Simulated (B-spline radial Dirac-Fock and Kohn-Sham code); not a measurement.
**K-line shifts caused by a second vacancy in K⁷⁺**

System: K⁷⁺, [Ne] 3s2.

Input file task.json (cfg lists n, l and occupation; rrms is the nuclear radius in fm):

```json
{"items": [{
  "Z": 19,
  "q": 7,
  "cfg": [[1, 0, 2], [2, 0, 2], [2, 1, 6], [3, 0, 2]],
  "A": 39,
  "rrms": 3.4349,
  "do": ["binding", "quiet", "double"]
}]}
```

Launch: `python xray_run.py task.json out`

Calculated with a radial finite-basis atomic code, using multi-electron Dirac-Fock with separately optimised hole states, Breit and Lamb-shift corrections added in first order. Each two-hole energy is an average over J within one jj subconfiguration, not an observable level; in light atoms, where LS coupling holds, the j-resolved values are not observed lines, and for a K spectator the Kα1 hypersatellite is nearly forbidden. Correlation energy is missing from these numbers.

Lines without a spectator: Kα2 (K-L2) 3322.0 eV, Kα1 (K-L3) 3324.8 eV. Shifts in eV with one spectator hole (a dash: not computed, or left out as unreliable):

```
spectator hole     Kα2     Kα1
    L2 (2p1/2)  +17.41  +21.23
    L3 (2p3/2)  +20.50  +19.46
```

Problem. Where does the K-L3 hypersatellite lie, emitted when both K electrons are missing?

Solution. +196.4 eV from the normal line, at 3521.2 eV. Removing both K electrons costs 7816.0 eV, which is 278.4 eV more than twice the K binding energy. In light atoms the observed hypersatellite is the ¹S₀ → ¹P₁ component, which lies below this average, and the triplet component is nearly forbidden.

With n spectator holes in 2p, averaged over the 2p shell (energies in eV):

| n | KαLⁿ | step | hypersatellite KαʰLⁿ |
| --- | --- | --- | --- |
| 0 | 3323.9 | – | 3520.0 |
| 1 | 3344.0 | +20.1 | 3541.5 |
| 2 | 3365.5 | +21.5 | 3564.5 |
| 3 | 3388.5 | +23.0 | 3588.8 |
| 4 | 3412.9 | +24.4 | 3614.5 |
| 5 | 3438.7 | +25.8 | 3641.6 |

Run: 7.0 s of CPU time on 1 thread of Intel(R) Xeon(R) 6975P-C (shared host), peak memory 0.37 GiB.
